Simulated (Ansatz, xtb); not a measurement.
## AlBFH3OSi: where a starting geometry ends

The starting geometry of this gas-phase singlet was built from a drawn formula by distance geometry and a force field; its bonds are those of `F[B]1[AlH][O][SiH2]1`.

```tsv
atom	x (Å)	y (Å)	z (Å)
Al	0.5154	-0.2004	-0.0983
B	-1.3975	-1.0368	0.4033
F	-2.0984	-1.4384	1.5951
O	0.1638	-0.7022	-1.7707
Si	-1.3565	-1.5058	-1.4421
H	1.8175	-0.1785	0.8863
H	-1.2262	-2.9646	-1.6010
H	-2.4534	-0.9472	-2.2470
```

Problem. Where would you expect an optimisation with r2SCAN-D4/def2-SVP to take it?

Solution. It keeps its bonds, and is `F[B]1[AlH][O][SiH2]1`.

The energy falls by 0.88 eV over 8 steps:

```csv
step,E − E(last) (eV)
1,0.881
2,0.330
3,0.065
4,0.027
5,0.009
6,0.001
7,0.000
8,0.000
```

Final geometry (Å):

```xyz
8

Al    0.5667   -0.4172    0.1500
B    -1.4257   -1.1837    0.5947
F    -2.2869   -1.3563    1.5740
O     0.1925   -0.9030   -1.4895
Si   -1.3675   -1.5649   -1.4345
H     1.9597    0.2514    0.5167
H    -1.3634   -2.9971   -1.8724
H    -2.3106   -0.8029   -2.3135
```

From the same start GFN2-xTB reaches the same bonding as this run.

No frequencies were run, so the end isn't proven a minimum. Run with Ansatz 0.2.0, 36 s on 1 thread of Arm Neoverse V1 (shared host).
